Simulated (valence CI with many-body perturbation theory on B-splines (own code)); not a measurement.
Forbidden lines of Hf XXXII

Level of theory: relativistic CI+MBPT: five valence electrons over a frozen Dirac-Fock core [Kr], radial functions for each j: 7 s, 7 p, 8 d, 6 f, 4 g, 1 h, with the one-electron correlation potential Σ1, the two-electron term Σ2, the three-electron term Σ3, Breit, model QED; selected CI, second order for the rest (own B-spline code, finite nucleus).

The last digits are not significant, and no measured levels were compared; by estimate large intervals hold to a few tenths of a per cent, small ones and those within an open d or f shell to about a per cent. Only levels of the ground parity were solved; by the run's estimate the other parity begins above the list, which can be wrong where configurations are misplaced.

Lines 1 to 50 of 120 in falling wavelength, among levels below 66.847 eV, chosen from the decays that carry over 1 % of a level's rate. Wavelengths and rates use the calculated energies. Electric multipoles are in the length gauge, E1 and E2 with the static RPA response of the core. S is in atomic units (e²a₀⁴ for E2 and M2, e²a₀⁶ for E3), for M1 in squared Bohr magnetons. Weak lines are less certain than strong ones. Lines between different terms over intervals too small for the method are left out, as are lines whose strength nearly cancels.

Levels are named by their leading jj configuration (3d3/2^4 stands for four electrons in 3d with j = 3/2), which in mixed levels can hold well under half, so a name can repeat and another be missing. Letters in brackets count levels of one name in rising energy.

```tsv
λ vac (nm)	Upper	Lower	Type	A (s⁻¹)	S (a.u.)
1371	(4d3/2^3 4d5/2^2) J=11/2	(4d3/2^3 4d5/2^2) J=7/2 [a]	E2	2.59e-07	1.35e-03
902.6	(4d3/2^3 4d5/2^2) J=9/2	(4d3/2^3 4d5/2^2) J=11/2	M1	1.42e+01	3.86e+00
641.1	(4d3/2^3 4d5/2^2) J=7/2 [b]	(4d3/2^3 4d5/2^2) J=5/2 [b]	M1	3.00e+01	2.34e+00
544.3	(4d3/2^3 4d5/2^2) J=9/2	(4d3/2^3 4d5/2^2) J=7/2 [a]	M1	7.53e+01	4.50e+00
462.1	(4d3/2^3 4d5/2^2) J=5/2 [b]	(4d3/2^3 4d5/2^2) J=3/2 [a]	M1	9.99e+01	2.19e+00
359.7	(4d3/2^3 4d5/2^2) J=1/2	(4d3/2^3 4d5/2^2) J=3/2 [a]	M1	6.10e+02	2.11e+00
279.8	(4d3/2^3 4d5/2^2) J=7/2 [a]	(4d3/2^3 4d5/2^2) J=5/2 [a]	M1	5.17e+02	3.36e+00
244.6	(4d3/2^3 4d5/2^2) J=7/2 [b]	(4d3/2^3 4d5/2^2) J=7/2 [a]	M1	1.76e+02	7.64e-01
234.8	(4d3/2^2 4d5/2^3) J=1/2 [a]	(4d3/2^3 4d5/2^2) J=3/2 [b]	M1	8.12e+02	7.79e-01
206.5	(4d3/2^3 4d5/2^2) J=3/2 [b]	(4d3/2^3 4d5/2^2) J=1/2	M1	1.59e+02	2.08e-01
203.6	(4d3/2^2 4d5/2^3) J=1/2 [b]	(4d3/2^2 4d5/2^3) J=3/2 [a]	M1	1.11e+03	6.98e-01
197.6	(4d3/2^2 4d5/2^3) J=7/2 [b]	(4d3/2^2 4d5/2^3) J=7/2 [a]	M1	3.55e+02	8.11e-01
193.2	(4d3/2^2 4d5/2^3) J=9/2 [c]	(4d3/2^2 4d5/2^3) J=9/2 [b]	M1	1.06e+03	2.83e+00
187.6	(4d3/2^2 4d5/2^3) J=5/2 [b]	(4d3/2^3 4d5/2^2) J=3/2 [b]	M1	9.08e+02	1.33e+00
183.2	(4d3/2^3 4d5/2^2) J=3/2 [b]	(4d3/2^3 4d5/2^2) J=5/2 [b]	M1	4.09e+02	3.73e-01
163.8	(4d3/2^3 4d5/2^2) J=5/2 [b]	(4d3/2^3 4d5/2^2) J=5/2 [a]	M1	3.00e+03	2.93e+00
151.1	(4d3/2^2 4d5/2^3) J=3/2 [c]	(4d3/2^2 4d5/2^3) J=1/2 [b]	M1	7.00e+02	3.58e-01
133.8	(4d3/2^2 4d5/2^3) J=9/2 [a]	(4d3/2^3 4d5/2^2) J=7/2 [b]	M1	2.46e+03	2.19e+00
131.2	(4d3/2^3 4d5/2^2) J=3/2 [b]	(4d3/2^3 4d5/2^2) J=3/2 [a]	M1	1.08e+03	3.61e-01
124.7	(4d3/2^2 4d5/2^3) J=5/2 [c]	(4d3/2^3 4d5/2^2) J=3/2 [b]	M1	6.15e+03	2.65e+00
124.4	(4d3/2^2 4d5/2^3) J=7/2 [a]	(4d3/2^3 4d5/2^2) J=5/2 [b]	M1	4.92e+03	2.81e+00
124.4	(4d3/2^2 4d5/2^3) J=3/2 [b]	(4d3/2^2 4d5/2^3) J=5/2 [a]	M1	8.03e+02	2.29e-01
118.2	(4d3/2^2 4d5/2^3) J=3/2 [c]	(4d3/2^2 4d5/2^3) J=5/2 [c]	M1	9.02e+02	2.21e-01
117.8	(4d3/2^2 4d5/2^3) J=5/2 [a]	(4d3/2^3 4d5/2^2) J=7/2 [a]	M1	4.72e+03	1.72e+00
117.6	(4d3/2^3 4d5/2^2) J=5/2 [a]	(4d3/2^4 4d5/2) J=5/2	M1	2.35e+04	8.49e+00
117.0	(4d3/2^2 4d5/2^3) J=3/2 [b]	(4d3/2^3 4d5/2^2) J=3/2 [b]	M1	2.04e+02	4.86e-02
114.5	(4d3/2^2 4d5/2^3) J=7/2 [a]	(4d3/2^3 4d5/2^2) J=9/2	M1	7.39e+03	3.29e+00
110.5	(4d3/2 4d5/2^4) J=7/2 [a]	(4d3/2^2 4d5/2^3) J=5/2 [c]	M1	4.36e+03	1.75e+00
109.9	(4d3/2^2 4d5/2^3) J=1/2 [a]	(4d3/2^3 4d5/2^2) J=1/2	M1	1.41e+04	1.39e+00
108.5	(4d3/2^2 4d5/2^3) J=9/2 [c]	(4d3/2^2 4d5/2^3) J=11/2	M1	1.93e+02	9.11e-02
108.3	(4d3/2^2 4d5/2^3) J=5/2 [b]	(4d3/2^3 4d5/2^2) J=7/2 [b]	M1	3.55e+03	1.00e+00
108.3	(4d3/2^2 4d5/2^3) J=11/2	(4d3/2^3 4d5/2^2) J=9/2	M1	3.21e+03	1.81e+00
105.1	(4d3/2 4d5/2^4) J=5/2 [a]	(4d3/2^2 4d5/2^3) J=3/2 [a]	M1	5.65e+03	1.46e+00
102.1	(4d3/2^2 4d5/2^3) J=3/2 [a]	(4d3/2^3 4d5/2^2) J=1/2	M1	2.30e+03	3.64e-01
100.6	(4d3/2 4d5/2^4) J=7/2 [a]	(4d3/2^2 4d5/2^3) J=9/2 [b]	M1	4.70e+03	1.42e+00
96.68	(4d3/2^2 4d5/2^3) J=11/2	(4d3/2^3 4d5/2^2) J=11/2	M1	1.88e+04	7.56e+00
96.08	(4d3/2^2 4d5/2^3) J=3/2 [a]	(4d3/2^3 4d5/2^2) J=5/2 [b]	M1	9.80e+03	1.29e+00
94.63	(4d3/2^2 4d5/2^3) J=7/2 [a]	(4d3/2^3 4d5/2^2) J=7/2 [a]	M1	1.14e+04	2.86e+00
92.85	(4d3/2 4d5/2^4) J=11/2	(4d3/2^2 4d5/2^3) J=9/2 [b]	M1	4.64e+03	1.65e+00
92.68	(4d3/2^2 4d5/2^3) J=5/2 [b]	(4d3/2^3 4d5/2^2) J=5/2 [b]	M1	1.47e+04	2.60e+00
92.30	(4d3/2^2 4d5/2^3) J=9/2 [a]	(4d3/2^3 4d5/2^2) J=11/2	M1	7.43e+03	2.17e+00
90.68	(4d3/2^2 4d5/2^3) J=9/2 [b]	(4d3/2^3 4d5/2^2) J=7/2 [b]	M1	3.87e+03	1.07e+00
86.74	(4d3/2^2 4d5/2^3) J=3/2 [c]	(4d3/2^2 4d5/2^3) J=3/2 [a]	M1	4.24e+02	4.10e-02
86.66	(4d3/2^2 4d5/2^3) J=7/2 [b]	(4d3/2^3 4d5/2^2) J=7/2 [b]	M1	4.02e+03	7.75e-01
86.49	(4d3/2^3 4d5/2^2) J=3/2 [b]	(4d3/2^3 4d5/2^2) J=5/2 [a]	M1	1.04e+03	9.98e-02
86.48	(4d3/2^2 4d5/2^3) J=9/2 [a]	(4d3/2^3 4d5/2^2) J=7/2 [a]	M1	1.14e+04	2.74e+00
85.21	(4d3/2 4d5/2^4) J=7/2 [a]	(4d3/2^2 4d5/2^3) J=5/2 [b]	M1	1.22e+04	2.24e+00
84.45	(4d3/2^2 4d5/2^3) J=5/2 [d]	(4d3/2^2 4d5/2^3) J=5/2 [b]	M1	4.59e+03	6.15e-01
84.16	(4d3/2^2 4d5/2^3) J=1/2 [a]	(4d3/2^3 4d5/2^2) J=3/2 [a]	M1	2.47e+04	1.09e+00
84.14	(4d3/2 4d5/2^4) J=5/2 [a]	(4d3/2^2 4d5/2^3) J=7/2 [a]	M1	1.98e+04	2.63e+00
```
